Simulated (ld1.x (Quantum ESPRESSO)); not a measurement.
The numbers below are computed, except where a source is named.
# Pseudopotentials across the periodic table

Generated with ld1.x 7.5 (TM, RRKJ, ultrasoft, PAW), atompaw 4.2 or ONCVPSP 4.0.1. The cutoff is in Ry: for ld1.x and atompaw files where the sum of valence levels is converged to 10 mRy in a Bessel basis, for ONCV files where the hardest occupied wave has 1 mHa per electron of residual kinetic energy. The error is the largest all-electron minus pseudo excitation energy over each file’s own four to seven test configurations (ionisations up to +4, promotions, holes and added fractions of an electron), all of which were solved. The labels leave out finer settings (local radius, basis sizes, second energies), which also bear on the numbers. Spin-polarised tests are not counted. The rows are a selection from randomly drawn settings: files with unsolved tests, undetermined cutoffs or missed reference levels are left out.

A true bound ghost makes a file unfit for plane-wave use even where its test errors are small: the radial tests pick states by their node count and pass the ghost by.

| element | potential | cutoff (Ry) | largest error (meV) | bound ghosts |
| --- | --- | --- | --- | --- |
| B | TM, PBEsol, scalar-relativistic, rc 1.05/2.20/2.00 (spd), local smoothed, core correction yes, reference 2s2 2p1 | 45 | +101 | none |
| S | TM, LDA (PZ), fully relativistic, rc 1.30/1.55/1.35 (spd), local s, core correction no, reference 3s2 3p4 | 40 | +134 | none |
| Co | PAW, LDA (PZ), scalar-relativistic, rc 1.50/1.30/1.10 (spd), local smoothed, core correction yes, reference 3s2 3p6 3d7 4s2 4p0 | 90 | -7.0 | none |
| Ta | ultrasoft, PBE, scalar-relativistic, rc 2.95/3.95/2.95 (spd), local smoothed, core correction no, reference 5d3 6s1.5 6p0 | 10 | +112 | none |

(1) Fill in the row for As: PAW, PBE, scalar-relativistic, rc 1.60/1.45/0.75 (spd), local smoothed, core correction yes, reference 3d10 4s1 4p4.

(2) Fill in the row for He: TM, PBE, scalar-relativistic, rc 0.50/0.45 (sp), local s, core correction no, reference 1s2.

## Answers

(1) cutoff 300 Ry, largest error -350 meV, bound ghosts: s, p.

(2) cutoff 180 Ry, largest error +1.4 meV, bound ghosts: none.
